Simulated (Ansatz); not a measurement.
Input for Ansatz (a first-principles code): R-B3LYP/def2-TZVPP on CF2 (SMILES F[C]F).

Ansatz 0.2 input:
```yaml
crystal:
  periodic: [false, false, false]
  atoms:
    - {symbol: C, position_ang: [0.00000000, 0.00000000, -0.53058617]}
    - {symbol: F, position_ang: [1.03243111, -0.00000000, 0.26529309]}
    - {symbol: F, position_ang: [-1.03243111, 0.00000000, 0.26529309]}
basis:
  gaussian:
    orbitals: def2-TZVPP
hamiltonian:
  xc: {name: B3LYP}
scf: {lower_state_search: off}
```

Task: What total energy does the run end on?

Result: -237.8068 hartree.
